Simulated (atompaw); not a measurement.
**osmium PAW (atompaw): all-electron and pseudo phase curves**

- Element: Os
- Generator: atompaw 4.2.0.5
- Type: PAW
- Functional: LDA (PW92)
- Relativity: scalar-relativistic
- Frozen core: [Xe]
- Valence charge: 22
- Reference configuration: 4f14 5d6 6s1.75 6p0.25
- Partial waves: 6s (bound): rc 2.80 bohr; 6s channel at -0.1 Ry: rc 2.80 bohr; 6p (bound): rc 3.00 bohr; 6p channel at 1.45 Ry: rc 3.00 bohr; 5d (bound): rc 3.00 bohr; 5d channel at 0.55 Ry: rc 2.15 bohr; 4f (bound): rc 0.75 bohr; 4f channel at 0.75 Ry: rc 0.75 bohr
- Local potential: bessel scheme, radius 2.05 bohr
- Core correction: smooth core density matched at 1.90 bohr
- Augmentation charge: besselshape compensation charge, radius 2.50 bohr; PAW radius 3.00 bohr; waves and projectors: custom rrkj gramschmidtortho

The phase is arctan(r·u′/u) with u = r·R(r), unwrapped; energies in Ry, scanned from -6 to 5 Ry. A pole is an energy at which the radial function vanishes at the test radius. The pseudo phase is shifted by a multiple of π to meet the all-electron one at the reference energy, and phase errors are pseudo minus all-electron; the curves can meet again beyond the range given. Levels narrower than the energy grid can be missing from the lists of poles.

```csv
channel,radius (bohr),reference energy (Ry),"poles, all-electron","poles, pseudo",unbroken range about the reference energy with phases within 0.05 rad,phase error 1 Ry above the reference energy (rad)
s,3.01,-0.49,0.71,"0.70, 3.00",below 2.4,-0.000
p,3.01,-0.12,"-3.76, 2.00","1.99, 4.88",-3.7 to 3.5,-0.000
d,3.01,-0.51,"-0.28, 4.27","-0.28, 4.68",the whole range,+0.000
f,3.01,-3.88,2.81,2.82,below 4.3,+0.000
```

Phases in the p channel:

```tsv
E (Ry)	all-electron	pseudo
-6.00	1.428	-1.712
-5.52	1.420	-1.718
-5.04	1.412	-1.726
-4.56	1.400	-1.735
-4.08	1.379	-1.745
-3.60	-1.734	-1.758
-3.12	-1.767	-1.774
-2.64	-1.792	-1.795
-2.16	-1.822	-1.824
-1.68	-1.865	-1.867
-1.20	-1.936	-1.938
-0.72	-2.078	-2.079
-0.24	-2.480	-2.480
0.24	-3.688	-3.689
0.72	-4.365	-4.365
1.20	-4.571	-4.571
1.68	-4.669	-4.669
2.16	-4.732	-4.733
2.64	-4.784	-4.787
3.12	-4.835	-4.849
3.60	-4.900	-4.961
4.08	-5.002	-5.669
4.56	-5.229	-7.709
```
